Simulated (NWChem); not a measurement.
System: CH2GeO3; SMILES O=C1[O][GeH2][O]1

```xyz
7

O      0.0000     0.0000     2.5102
C      0.0000     0.0000     1.3186
O      0.0000    -1.1054     0.4896
Ge     0.0000     0.0000    -0.9812
O      0.0000     1.1054     0.4896
H     -1.3162     0.0000    -1.7778
H      1.3162     0.0000    -1.7778
```
Atoms are numbered in this order, from 1.

Results from NWChem. Pople sets run with spherical d functions. STO-3G and 3-21G are far too small for this property and stand as cheap habits. All runs use the structure optimised with B3LYP/6-31G* (spherical d). GIAO values for the isolated, static molecule; σ is the absolute isotropic shielding, δ = σ(reference) − σ with the isolated reference molecule computed at the same levels (13C: tetramethylsilane, 1H: tetramethylsilane, 17O: water).

```
level                δ O1 (ppm)  δ C2 (ppm)  δ O3 (ppm)  σ Ge4 (ppm)  δ H6 (ppm)
-------------------  ----------  ----------  ----------  -----------  ----------
KT2/pcSseg-1              332.8       150.3       238.2       1335.9        6.15
PBE/pcSseg-1              350.0       156.1       247.0       1275.4        6.23
Hartree-Fock/STO-3G       366.1       139.0        64.4       2229.4        3.31
Hartree-Fock/6-31G*           …           …           …            …           …
B3LYP/6-31G*              294.7       142.7       200.1       1523.2        6.55
```

### Question
What belongs in the gaps?

### Answer

- Hartree-Fock/6-31G*, δ O1 (ppm): 292.1
- Hartree-Fock/6-31G*, δ C2 (ppm): 147.8
- Hartree-Fock/6-31G*, δ O3 (ppm): 160.9
- Hartree-Fock/6-31G*, σ Ge4 (ppm): 1667.8
- Hartree-Fock/6-31G*, δ H6 (ppm): 6.46
